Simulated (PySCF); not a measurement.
CH10O2Si3, SMILES [Si@@H]([Si@@H](C)O)(O)[SiH3].

Geometry optimised at ωB97X-D3(BJ)/def2-SVP. The structure was generated by enumeration; whether it is a known compound was not checked. One conformer was computed; it need not be the lowest.

Method: TDA-B3LYP/def2-SVPD (PySCF 2.14.0).

Vertical excitations. Gas-phase values at a fixed geometry.

Computed UV-visible absorptions:
| state | energy (eV) | λ (nm) | f | main pairs |
|---|---|---|---|---|
| S1 | 5.00 | 248 | 0.022 | HOMO→LUMO 97 % |
| S2 | 5.87 | 211 | 0.029 | HOMO→LUMO+1 91 % |
| S3 | 6.05 | 205 | 0.020 | HOMO−1→LUMO 90 % |
| S4 | 6.39 | 194 | 0.077 | HOMO→LUMO+2 87 % |
| S5 | 6.46 | 192 | 0.018 | HOMO→LUMO+3 87 % |
| S6 | 6.51 | 190 | 0.007 | HOMO−2→LUMO 89 % |
| T1 | 4.46 | 278 | 0 | HOMO→LUMO 97 % |
| T2 | 5.38 | 231 | 0 | HOMO→LUMO+1 80 %, HOMO→LUMO+2 15 % |
Triplets are in the Tamm–Dancoff approximation.
